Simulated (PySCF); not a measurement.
O4W, charge -2, singlet, geometry from GFN2-xTB (such geometries of metal compounds can be far from the true shape) (core potentials on W) (in this run its highest filled SCF level lies above zero, so its values depend strongly on the basis, on diffuse functions most of all); PBE0/def2-SVP (PySCF).

The PySCF input:
```python
from pyscf import gto, scf, dft

mol = gto.Mole()
mol.atom = '''
    W     0.00000000   -0.00000000   -0.00000000
    O     1.22151270    0.75059407   -1.05310996
    O     0.81207991   -0.92511978    1.28421374
    O    -1.02182507   -1.09275821   -0.96243355
    O    -1.01176754    1.26728392    0.73132977
'''
mol.basis = 'def2-svp'
mol.ecp = {'W': 'def2-svp'}
mol.charge = -2
mol.verbose = 4
mol.build()

mf = dft.RKS(mol)
mf.xc = 'pbe0'
mf.kernel()
```

The log (banner, timings and long lists left out):

```
PySCF version 2.14.0

[INPUT] verbose = 4
[INPUT] num. atoms = 5
[INPUT] num. electrons = 48
[INPUT] charge = -2
[INPUT] spin (= nelec alpha-beta = 2S) = 0
[INPUT] symmetry False subgroup None
[INPUT] Mole.unit = angstrom
[INPUT] Symbol           X                Y                Z      unit          X                Y                Z       unit  Magmom
[INPUT]  1 W      0.000000000000   0.000000000000   0.000000000000 AA    0.000000000000   0.000000000000   0.000000000000 Bohr   0.0
[INPUT]  2 O      1.221512700000   0.750594070000  -1.053109960000 AA    2.308324460678   1.418417223023  -1.990089403452 Bohr   0.0
[INPUT]  3 O      0.812079910000  -0.925119780000   1.284213740000 AA    1.534608621161  -1.748223016618   2.426812254003 Bohr   0.0
[INPUT]  4 O     -1.021825070000  -1.092758210000  -0.962433550000 AA   -1.930969529515  -2.065013737270  -1.818735822593 Bohr   0.0
[INPUT]  5 O     -1.011767540000   1.267283920000   0.731329770000 AA   -1.911963552325   2.394819530865   1.382012972041 Bohr   0.0

nuclear repulsion = 203.218650794036
number of shells = 36
number of NR pGTOs = 153
number of NR cGTOs = 88
basis = def2-svp
ecp = {'W': 'def2-svp'}

******** <class 'pyscf.dft.rks.RKS'> ********
method = RKS
initial guess = minao
damping factor = 0
level_shift factor = 0
DIIS = <class 'pyscf.scf.diis.CDIIS'>
diis_start_cycle = 1
diis_space = 8
diis_damp = 0
SCF conv_tol = 1e-09
SCF conv_tol_grad = None
SCF max_cycles = 50
direct_scf = True
direct_scf_tol = 1e-13
XC library pyscf.dft.libxc version 7.1.2
    S. Lehtola, C. Steigemann, M. J. T. Oliveira, and M. A. L. Marques,  SoftwareX 7, 1–5 (2018)
XC functionals = pbe0
    C. Adamo and V. Barone,  J. Chem. Phys. 110, 6158 (1999)
    M. Ernzerhof and G. E. Scuseria,  J. Chem. Phys. 110, 5029 (1999)
radial grids:
    Treutler-Ahlrichs [JCP 102, 346 (1995); DOI:10.1063/1.469408] (M4) radial grids

becke partition: Becke, JCP 88, 2547 (1988); DOI:10.1063/1.454033
pruning grids: <function nwchem_prune>
grids dens level: 3
symmetrized grids: False
atomic radii adjust function: <function treutler_atomic_radii_adjust>
small_rho_cutoff = 0
Set gradient conv threshold to 3.16228e-05
Initial guess from minao.
tot grids = 80640
init E= -354.832156884781
  HOMO = -0.626173369997795  LUMO = -0.298048373699205  gap/eV = 8.92874
cycle= 1 E= -366.848392330242  delta_E=  -12  |g|= 1.93  |ddm|= 7.25
  HOMO = 0.330017399413145  LUMO = 0.383528697977841  gap/eV = 1.45612
cycle= 2 E= -363.943433220718  delta_E=  2.9  |g|= 4.23  |ddm|= 5.08
  HOMO = 0.170409515374599  LUMO = 0.373030618025613  gap/eV = 5.51360
cycle= 3 E= -367.481735981005  delta_E= -3.54  |g|= 0.563  |ddm|= 4.06
  HOMO = 0.103192765457861  LUMO = 0.351323997603149  gap/eV = 6.75199
cycle= 4 E= -367.557360647292  delta_E= -0.0756  |g|= 0.0932  |ddm|= 0.737
  HOMO = 0.116421444980838  LUMO = 0.35570619736766  gap/eV = 6.51127
cycle= 5 E= -367.559424677003  delta_E= -0.00206  |g|= 0.00704  |ddm|= 0.106
  HOMO = 0.116150545492989  LUMO = 0.355640637765195  gap/eV = 6.51686
cycle= 6 E= -367.559433980078  delta_E= -9.3e-06  |g|= 0.00121  |ddm|= 0.00489
  HOMO = 0.115985833304711  LUMO = 0.355587411758066  gap/eV = 6.51989
cycle= 7 E= -367.559434250024  delta_E= -2.7e-07  |g|= 0.000178  |ddm|= 0.00107
  HOMO = 0.115979173032609  LUMO = 0.355582109442221  gap/eV = 6.51993
cycle= 8 E= -367.559434248622  delta_E= 1.4e-09  |g|= 0.000204  |ddm|= 0.00027
  HOMO = 0.115965461815112  LUMO = 0.35557846101532  gap/eV = 6.52020
cycle= 9 E= -367.559434257311  delta_E= -8.69e-09  |g|= 4.75e-06  |ddm|= 0.000154
  HOMO = 0.115965841239384  LUMO = 0.355578584949921  gap/eV = 6.52019
cycle= 10 E= -367.559434257323  delta_E= -1.18e-11  |g|= 5.92e-07  |ddm|= 1.23e-05
  HOMO = 0.115965834306943  LUMO = 0.35557860518238  gap/eV = 6.52020
Extra cycle  E= -367.559434257325  delta_E= -2.27e-12  |g|= 1.26e-06  |ddm|= 1.73e-06
converged SCF energy = -367.559434257325
```
